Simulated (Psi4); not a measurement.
trisilylamine (H9NSi3), singlet, at a GFN2-xTB geometry; X3LYP/STO-3G (Psi4).

Here is a job for Psi4.
```
memory 2 GB

molecule {
0 1
  Si    0.28868750    1.64583193    0.48110053
  N     0.02367157    0.03080070   -0.12298382
  Si   -1.60649102   -0.51260279   -0.42424747
  Si    1.31079720   -1.14234554   -0.02045228
  H    -0.67254000    2.52656514   -0.17917269
  H     0.09677589    1.68935227    1.93547175
  H     1.65958549    2.02313901    0.14362745
  H    -2.35105454    0.61489084   -0.98101789
  H    -1.53396418   -1.61402151   -1.38196699
  H    -2.23591029   -0.96736359    0.82112143
  H     1.35484269   -1.74248435    1.31813396
  H     1.04980862   -2.17176969   -1.02433519
  H     2.56484375   -0.44628347   -0.30058594
}

set basis sto-3g

energy('x3lyp')
print_variables()
```

The log (banner, timings and long lists left out):

```
   => Loading Basis Set <=

    Name: STO-3G
    Role: ORBITAL
    Keyword: BASIS

         ---------------------------------------------------------
                                   SCF
               by Justin Turney, Rob Parrish, Andy Simmonett
                          and Daniel G. A. Smith
                              RKS Reference
         ---------------------------------------------------------

  ==> Geometry <==

    Molecular point group: c1
    Full point group: C1

    Geometry (in Angstrom), charge = 0, multiplicity = 1:

       Center              X                  Y                   Z               Mass
    ------------   -----------------  -----------------  -----------------  -----------------
         SI           0.288058386784     1.645013347142     0.484369043684    27.976926534650
         N            0.023042456784     0.029982117142    -0.119715306316    14.003074004430
         SI          -1.607120133216    -0.513421372858    -0.420978956316    27.976926534650
         SI           1.310168086784    -1.143164122858    -0.017183766316    27.976926534650
         H           -0.673169113216     2.525746557142    -0.175904176316     1.007825032230
         H            0.096146776784     1.688533687142     1.938740263684     1.007825032230
         H            1.658956376784     2.022320427142     0.146895963684     1.007825032230
         H           -2.351683653216     0.614072257142    -0.977749376316     1.007825032230
         H           -1.534593293216    -1.614840092858    -1.378698476316     1.007825032230
         H           -2.236539403216    -0.968182172858     0.824389943684     1.007825032230
         H            1.354213576784    -1.743302932858     1.321402473684     1.007825032230
         H            1.049179506784    -2.172588272858    -1.021066676316     1.007825032230
         H            2.564214636784    -0.447102052858    -0.297317426316     1.007825032230

  Running in c1 symmetry.

  Rotational constants: A =      0.10391  B =      0.10391  C =      0.05499 [cm^-1]
  Rotational constants: A =   3115.24501  B =   3115.24500  C =   1648.47252 [MHz]
  Nuclear repulsion =  293.087954546808817

  Charge       = 0
  Multiplicity = 1
  Electrons    = 58
  Nalpha       = 29
  Nbeta        = 29

  ==> Algorithm <==

  SCF Algorithm Type is DF.
  DIIS enabled.
  MOM disabled.
  Fractional occupation disabled.
  Guess Type is SAD.
  Energy threshold   = 1.00e-06
  Density threshold  = 1.00e-06
[...]
   @DF-RKS iter   2:  -917.62437669235089    7.15609e-03   1.10048e-02 ADIIS/DIIS
   @DF-RKS iter   3:  -917.73870496077882   -1.14328e-01   1.90591e-03 ADIIS/DIIS
   @DF-RKS iter   4:  -917.74288144245747   -4.17648e-03   1.76677e-04 ADIIS/DIIS
   @DF-RKS iter   5:  -917.74291531286372   -3.38704e-05   9.14258e-06 DIIS
   @DF-RKS iter   6:  -917.74291545953974   -1.46676e-07   1.49451e-06 DIIS
   @DF-RKS iter   7:  -917.74291546263407   -3.09433e-09   1.69884e-07 DIIS
  Energy and wave function converged.

  ==> Post-Iterations <==

   Electrons on quadrature grid:
      Ntotal   =   57.9999707641 ; deviation = -2.924e-05

    Orbital Energies [Eh]
    ---------------------

    Doubly Occupied:

[...]
    Virtual:

[...]
    Final Occupation by Irrep:
              A
    DOCC [    29 ]
    NA   [    29 ]
    NB   [    29 ]

  @DF-RKS Final Energy:  -917.74291546263407

   => Energetics <=

    Nuclear Repulsion Energy =            293.0879545468088168
    One-Electron Energy =               -1858.5183646123671224
    Two-Electron Energy =                 705.3148195901579811
    DFT Exchange-Correlation Energy =     -57.6273249872337132
    Empirical Dispersion Energy =           0.0000000000000000
    VV10 Nonlocal Energy =                  0.0000000000000000
    Total Energy =                       -917.7429154626340733

Computation Completed

Properties will be evaluated at   0.000000,   0.000000,   0.000000 [a0]

Properties computed using the SCF density matrix

 Multipole Moments:

 ------------------------------------------------------------------------------------
     Multipole            Electronic (a.u.)      Nuclear  (a.u.)        Total (a.u.)
 ------------------------------------------------------------------------------------

 L = 1.  Multiply by 2.5417464519 to convert [e a0] to [Debye]
 Dipole X            :          0.0554069           -0.0689535           -0.0135466
 Dipole Y            :          0.0720841           -0.0897201           -0.0176360
 Dipole Z            :         -0.2878186            0.3582427            0.0704241
 Magnitude           :                                                    0.0738519

 ------------------------------------------------------------------------------------

  Variable Map:
  ----------------------------------------------------------------------------
[...]
  Array Variable Map:
  ----------------------------------------------------------------------------
[...]
[...]
```
